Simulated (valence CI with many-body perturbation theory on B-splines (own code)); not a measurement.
## E1 line list for Dy⁵⁸⁺

Calculated by configuration interaction combined with many-body perturbation theory (CI+MBPT): six valence electrons over a frozen Dirac-Fock core [He], a basis of 9 s, 9 p, 8 d, 6 f, 3 g, 1 h functions for each j, with the one-electron correlation potential Σ1 (screened to all orders), the two-electron term Σ2, the three-electron term Σ3, Breit, model QED; selected single and double excitations, second order for the rest, scaled by the run's own slope (own B-spline code, finite nucleus).

No measured spectrum was set against this ion. As an estimate, large intervals hold to a few tenths of a per cent, small ones and those within an open d or f shell to about a per cent. Among the levels kept, up to 2100 cm⁻¹ of a level comes from second order outside the variational space, and about a tenth of that is noise between levels of different J, which matters for small intervals.

Lines 1 to 50 of 200 in falling wavelength, among levels below 65369 × 10³ cm⁻¹, chosen from the strongest by gf and those to the six lowest levels. Wavelengths and rates use the calculated energies. Electric multipoles are in the length gauge with retardation, E1 and E2 with the static RPA response of the core. Weak lines are less certain than strong ones. Lines between different terms over intervals too small for the method are left out, as are lines whose strength nearly cancels. The highest levels of a list are the least certain.

Levels are named by their leading jj configuration (3d3/2^4 stands for four electrons in 3d with j = 3/2), which in mixed levels can hold well under half, so a name can repeat and another be missing. Letters in brackets count levels of one name in rising energy.

```tsv
λ vac (Å)	Upper	Lower	A (s⁻¹)	S (a.u.) with core polarisation	S without
140.5	(2s 2p1/2^2 2p3/2^2 3p1/2) J=3	(2s 2p1/2^2 2p3/2^2 3s) J=2 [a]	3.95e+09	3.78e-02	3.78e-02
132.8	(2s^2 2p1/2 2p3/2^2 3p1/2) J=3	(2s^2 2p1/2 2p3/2^2 3s) J=2 [b]	5.55e+09	4.49e-02	4.49e-02
129.5	(2s^2 2p1/2 2p3/2^2 3p1/2) J=1 [b]	(2s^2 2p1/2 2p3/2^2 3s) J=1 [b]	7.31e+09	2.35e-02	2.35e-02
129.4	(2s^2 2p1/2^2 2p3/2 3p1/2) J=2	(2s^2 2p1/2^2 2p3/2 3s) J=1	5.48e+09	2.93e-02	2.93e-02
127.5	(2s^2 2p1/2 2p3/2^2 3p1/2) J=2 [a]	(2s^2 2p1/2 2p3/2^2 3s) J=1 [a]	4.49e+09	2.29e-02	2.29e-02
124.1	(2s^2 2p1/2 2p3/2^2 3p1/2) J=1 [a]	(2s^2 2p1/2 2p3/2^2 3s) J=2 [a]	1.03e+10	2.93e-02	2.93e-02
123.1	(2s^2 2p1/2 2p3/2^2 3p1/2) J=3	(2s^2 2p1/2 2p3/2^2 3s) J=3	5.82e+09	3.75e-02	3.76e-02
121.5	(2s^2 2p1/2^2 2p3/2 3p1/2) J=1	(2s^2 2p1/2^2 2p3/2 3s) J=2	1.13e+10	2.99e-02	2.99e-02
119.4	(2s^2 2p1/2^2 2p3/2 3p1/2) J=2	(2s^2 2p1/2^2 2p3/2 3s) J=2	7.61e+09	3.20e-02	3.20e-02
115.0	(2s^2 2p1/2 2p3/2^2 3p1/2) J=2 [a]	(2s^2 2p1/2 2p3/2^2 3s) J=2 [a]	6.88e+09	2.58e-02	2.58e-02
110.0	(2s^2 2p1/2^2 2p3/2 3d3/2) J=3	(2s^2 2p1/2^2 2p3/2 3p3/2) J=3	2.89e+09	1.33e-02	1.33e-02
109.9	(2s 2p1/2^2 2p3/2^2 3p1/2) J=2	(2s 2p1/2^2 2p3/2^2 3s) J=3	1.35e+10	4.41e-02	4.41e-02
108.7	(2s 2p1/2^2 2p3/2^2 3p1/2) J=3	(2s 2p1/2^2 2p3/2^2 3s) J=3	8.72e+09	3.87e-02	3.87e-02
98.73	(2s^2 2p1/2 2p3/2^2 3p1/2) J=2 [b]	(2s^2 2p1/2 2p3/2^2 3s) J=2 [b]	5.43e+09	1.29e-02	1.29e-02
93.28	(2s^2 2p1/2 2p3/2^2 3p1/2) J=2 [b]	(2s^2 2p1/2 2p3/2^2 3s) J=3	1.99e+10	3.98e-02	3.99e-02
91.32	(2s^2 2p1/2 2p3/2^2 3p1/2) J=0	(2s^2 2p1/2 2p3/2^2 3s) J=1 [b]	3.52e+10	1.32e-02	1.32e-02
80.87	(2s^2 2p1/2^2 2p3/2 3d5/2) J=2	(2s^2 2p1/2^2 2p3/2 3p3/2) J=2	1.50e+10	1.96e-02	1.96e-02
79.69	(2s^2 2p1/2^2 2p3/2 3d5/2) J=1	(2s^2 2p1/2^2 2p3/2 3p3/2) J=0	2.24e+10	1.68e-02	1.68e-02
73.94	(2s^2 2p1/2^2 2p3/2 3d5/2) J=3	(2s^2 2p1/2^2 2p3/2 3p3/2) J=2	4.57e+10	6.39e-02	6.39e-02
73.73	(2s^2 2p1/2^2 2p3/2 3d5/2) J=4	(2s^2 2p1/2^2 2p3/2 3p3/2) J=3	5.52e+10	9.84e-02	9.84e-02
69.64	(2s^2 2p1/2^2 2p3/2 3d5/2) J=2	(2s^2 2p1/2^2 2p3/2 3p3/2) J=1	3.93e+10	3.28e-02	3.28e-02
64.35	(2s^2 2p1/2^2 2p3/2 3d5/2) J=3	(2s^2 2p1/2^2 2p3/2 3p3/2) J=3	1.25e+10	1.15e-02	1.15e-02
61.15	(2s^2 2p1/2^2 2p3/2 3d5/2) J=1	(2s^2 2p1/2^2 2p3/2 3p3/2) J=1	4.41e+10	1.49e-02	1.49e-02
39.51	(2s 2p1/2^2 2p3/2^2 3s) J=2 [a]	(2s^2 2p1/2 2p3/2^2 3s) J=2 [a]	3.35e+10	5.10e-03	5.10e-03
38.55	(2s^2 2p1/2 2p3/2^2 3p3/2) J=1 [a]	(2s^2 2p1/2 2p3/2^2 3s) J=2 [b]	2.53e+11	2.15e-02	2.15e-02
38.15	(2s 2p1/2^2 2p3/2^3) J=2	(2s^2 2p1/2 2p3/2^3) J=2	3.09e+10	4.24e-03	4.25e-03
37.65	(2s^2 2p1/2 2p3/2^2 3p3/2) J=0	(2s^2 2p1/2 2p3/2^2 3s) J=1 [a]	4.78e+11	1.26e-02	1.26e-02
37.48	(2s^2 2p1/2^2 2p3/2 3p3/2) J=1	(2s^2 2p1/2^2 2p3/2 3s) J=1	4.02e+11	3.13e-02	3.13e-02
37.39	(2s^2 2p1/2 2p3/2^2 3p3/2) J=3 [b]	(2s^2 2p1/2 2p3/2^2 3s) J=2 [b]	2.10e+11	3.80e-02	3.80e-02
37.25	(2s^2 2p1/2 2p3/2^2 3p3/2) J=2 [a]	(2s^2 2p1/2 2p3/2^2 3s) J=1 [a]	2.65e+11	3.38e-02	3.39e-02
37.21	(2s^2 2p1/2 2p3/2^2 3d3/2) J=3	(2s^2 2p1/2 2p3/2^2 3p1/2) J=3	3.71e+10	6.61e-03	6.61e-03
36.84	(2s^2 2p1/2 2p3/2^2 3p3/2) J=2 [b]	(2s^2 2p1/2 2p3/2^2 3s) J=1 [b]	1.63e+11	2.01e-02	2.01e-02
36.74	(2s^2 2p1/2 2p3/2^2 3p3/2) J=4	(2s^2 2p1/2 2p3/2^2 3s) J=3	5.35e+11	1.18e-01	1.18e-01
36.63	(2s^2 2p1/2^2 2p3/2 3p3/2) J=3	(2s^2 2p1/2^2 2p3/2 3s) J=2	5.38e+11	9.15e-02	9.15e-02
36.60	(2s^2 2p1/2^2 2p3/2 3p3/2) J=1	(2s^2 2p1/2^2 2p3/2 3s) J=2	9.66e+10	7.01e-03	7.01e-03
36.58	(2s^2 2p1/2 2p3/2^2 3p3/2) J=3 [b]	(2s^2 2p1/2 2p3/2^2 3s) J=3	3.09e+11	5.22e-02	5.22e-02
36.45	(2s^2 2p1/2^2 2p3/2 3d3/2) J=2	(2s^2 2p1/2^2 2p3/2 3p1/2) J=2	1.81e+11	2.16e-02	2.16e-02
36.32	(2s^2 2p1/2 2p3/2^2 3d3/2) J=1	(2s^2 2p1/2 2p3/2^2 3p1/2) J=2 [a]	6.25e+10	4.43e-03	4.43e-03
36.27	(2s^2 2p1/2^2 2p3/2 3d3/2) J=2	(2s^2 2p1/2^2 2p3/2 3p1/2) J=1	1.91e+11	2.25e-02	2.25e-02
36.22	(2s^2 2p1/2 2p3/2^2 3p3/2) J=1 [a]	(2s^2 2p1/2 2p3/2^2 3s) J=1 [a]	1.60e+11	1.13e-02	1.13e-02
36.21	(2s^2 2p1/2 2p3/2^2 3p3/2) J=3 [a]	(2s^2 2p1/2 2p3/2^2 3s) J=2 [a]	5.61e+11	9.21e-02	9.21e-02
36.12	(2s^2 2p1/2 2p3/2^2 3d3/2) J=2	(2s^2 2p1/2 2p3/2^2 3p1/2) J=2 [a]	1.81e+11	2.11e-02	2.11e-02
36.11	(2s 2p1/2^2 2p3/2^3) J=2	(2s^2 2p1/2 2p3/2^3) J=1	3.89e+10	4.53e-03	4.53e-03
36.11	(2s^2 2p1/2 2p3/2^2 3p3/2) J=2 [a]	(2s^2 2p1/2 2p3/2^2 3s) J=2 [a]	2.00e+11	2.32e-02	2.32e-02
35.70	(2s^2 2p1/2^2 2p3/2 3d3/2) J=3	(2s^2 2p1/2^2 2p3/2 3p1/2) J=2	3.88e+11	6.10e-02	6.10e-02
35.60	(2s^2 2p1/2 2p3/2^2 3p3/2) J=2 [c]	(2s^2 2p1/2 2p3/2^2 3s) J=1 [b]	3.72e+11	4.14e-02	4.14e-02
35.50	(2s^2 2p1/2 2p3/2^2 3d3/2) J=1	(2s^2 2p1/2 2p3/2^2 3p1/2) J=1 [a]	3.17e+11	2.10e-02	2.10e-02
35.43	(2s^2 2p1/2 2p3/2^2 3d3/2) J=3	(2s^2 2p1/2 2p3/2^2 3p1/2) J=2 [a]	3.57e+11	5.49e-02	5.49e-02
35.38	(2s^2 2p1/2^2 2p3/2 3d3/2) J=1	(2s^2 2p1/2^2 2p3/2 3p1/2) J=2	7.46e+10	4.90e-03	4.90e-03
35.31	(2s^2 2p1/2 2p3/2^2 3d3/2) J=2	(2s^2 2p1/2 2p3/2^2 3p1/2) J=1 [a]	1.87e+11	2.04e-02	2.04e-02
```
